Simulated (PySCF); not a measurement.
These are r2SCAN-D4/def2-TZVP // r2SCAN-D4/def2-SVP in PySCF values and carry that method's errors. All species are isolated molecules in the gas phase. One relaxed conformer stands for a flexible species; it need not be the lowest. Excitations are Tamm–Dancoff values on a coarser integration grid. The basis has no diffuse functions, so Rydberg states are missing or too high.

Reference species (SMILES): `Bc1cc2ccsc2cc1C#N` (neutral, multiplicity 1).

```yaml
HOMO–LUMO gap: 3.18 eV
T1 excitation (TDA): 2.88 eV
```

Changed species: `Bc1c(C#N)sc2ccccc12`.

Question: What does the change do to the HOMO–LUMO gap and T1 excitation (TDA)?

Answer: the HOMO–LUMO gap falls by 0.31 eV, to 2.87 eV; the T1 excitation (TDA) drops by 0.48 eV, to 2.40 eV.
